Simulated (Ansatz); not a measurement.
Reaction (redistribution): `Br[SiH]1NCO1` + `C=C[SiH](F)Cl` → `Cl[SiH]1NCO1` + `C=C[SiH](F)Br`

Gas-phase electronic energies from Ansatz, PBE0-D4/def2-TZVP geometries. CCSD(T)/CBS is the MP2 limit (def2-TZVPP, def2-QZVPP) plus CCSD(T) − MP2 in def2-TZVPP, frozen cores. DFT in def2-TZVPP. B3LYP here is the variant with VWN-RPA as its local correlation; programs differ in this. For Br outer-core shells are correlated without core-valence functions, which leaves a few kJ/mol of doubt a bond. Scalar relativity is left out up to krypton. One conformer a species, not always the lowest.

`Br[SiH]1NCO1`:

Cartesian coordinates in Å:
```
Br -2.055 -1.459 1.370
Si -0.412 -1.019 -0.052
N -0.359 0.552 -0.727
C 0.830 0.797 0.095
O 1.014 -0.525 0.634
H -0.335 -2.205 -0.923
H -1.064 1.264 -0.803
H 0.671 1.524 0.900
H 1.710 1.071 -0.494
```

`C=C[SiH](F)Cl`:

Cartesian coordinates in Å:
```
C -0.613 -0.545 1.332
C 0.430 -0.301 0.542
Si 0.181 0.410 -1.133
F 0.746 -0.572 -2.252
Cl 1.206 2.167 -1.330
H -1.632 -0.341 1.013
H -0.500 -0.955 2.331
H 1.433 -0.517 0.903
H -1.250 0.654 -1.407
```

`Cl[SiH]1NCO1`:

Cartesian coordinates in Å:
```
Cl 2.613 -0.769 -0.224
Si 0.579 -0.828 -0.457
N -0.232 0.662 -0.675
C -0.792 0.483 0.667
O -0.300 -0.840 0.948
H 0.334 -1.946 -1.384
H 0.100 1.568 -0.957
H -1.886 0.470 0.677
H -0.416 1.200 1.405
```

`C=C[SiH](F)Br`:

Z-matrix (Å, degrees):
```
Si
C 1 1.837
Br 1 2.210 2 110.5
F 1 1.593 2 110.8 3 -118.1
H 1 1.477 2 111.3 3 121.2
C 2 1.331 1 120.4 3 -121.4
H 2 1.088 1 120.2 3 57.5
H 6 1.086 2 122.2 1 179.2
H 6 1.087 2 121.8 1 -0.7
```

```tsv
level	ΔE (kJ/mol)	difference from CCSD(T)/CBS
PBE-D4	0.4	0.3
PBE0-D4	0.2	0.1
B3LYP-D4	0.4	0.3
ωB97X-V	-0.1	-0.2
ωB97M-V	-0.1	-0.2
B2PLYP	0.3	0.2
r2SCAN	0.4	0.3
B3LYP	0.3	0.2
HF/def2-TZVPP	0.1	0.0
MP2/def2-TZVPP	0.2	0.1
SCS-MP2/def2-TZVPP	0.2	0.1
MP2/def2-QZVPP	0.1	0.0
SCS-MP2/def2-QZVPP	0.2	0.1
HF/CBS(def2)	0.2	0.1
MP2/CBS(def2)	0.0	-0.1
CCSD/CBS(def2)	0.0	-0.1
CCSD(T)/CBS	0.1	0
```

Largest T1 diagnostic among the species: 0.011.

CCSD(T)/CBS has its own doubt, a few kJ/mol and more with outer-core shells, so smaller differences from it don't rank the levels.
